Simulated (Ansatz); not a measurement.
Total energies of the cluster KH2⁻ (the lowest singlet isomer of a short search) from Ansatz at r2SCAN-D4/def2-TZVPD, gas phase (1 Eh = 27.2114 eV = 2625.5 kJ/mol). The reference geometry is relaxed at B3LYP-D4/def2-TZVPD.

```xyz
3

K     0.0002   -0.0035   -0.0040
H     0.5926   -1.7937    1.6649
H    -0.5928    1.7972   -1.6609
```

```tsv
state	geometry	energy (Eh)
charge -1 singlet	reference	-601.02474
charge 0 doublet	reference	-600.95925
charge -1 triplet	relaxed at B3LYP-D4/def2-TZVPD	-600.97975
charge -1 quintet	relaxed at B3LYP-D4/def2-TZVPD	-600.86427
```

Problem. Work out the vertical ionisation energy to the doublet.

Solution. E(charge 0 doublet) − E(charge -1 singlet) = -600.95925 − (-601.02474) = 0.06549 Eh = 1.78 eV. For comparison, −ε of the highest occupied level is -0.31 eV at this level, 2.09 eV less.

Problem. Which of the charge -1 states is lowest, and how far above it are the others?

Solution. The singlet. triplet: -600.97975 − (-601.02474) = 0.04499 Eh = 118.1 kJ/mol; quintet: -600.86427 − (-601.02474) = 0.16047 Eh = 421.3 kJ/mol. The quintet has fallen apart, so its energy is that of loose fragments and no spin gap. The triplet differs in its bonds from the reference. The quintet differs in its bonds from the reference.

At r2SCAN-D4/def2-TZVPD the highest occupied level of the charge -1 singlet lies above zero (up to 0.31 eV). By energy differences its removal costs 1.78 eV (vertical, to the charge 0 doublet, at r2SCAN-D4/def2-TZVPD); a positive level beside a positive removal energy at the same level points to self-interaction error. At r2SCAN-D4/def2-TZVPD the highest occupied level of the charge -1 triplet lies above zero (up to 0.73 eV). It is a level of α spin, whose loss leaves a doublet; that state wasn't run at this geometry and level. The electron is either unbound and held by the finite basis, or the level is raised by self-interaction error. At r2SCAN-D4/def2-TZVPD the highest occupied level of the charge -1 quintet lies above zero (up to 1.27 eV). It is a level of α spin, whose loss leaves a quartet; that state wasn't run at this geometry and level. The electron is either unbound and held by the finite basis, or the level is raised by self-interaction error. At r2SCAN-D4/def2-TZVPD the gap within one spin of the charge -1 quintet nearly closes, so an electron or hole may be smeared out by delocalisation error. 

The structure comes from a short search, and lower isomers may exist.
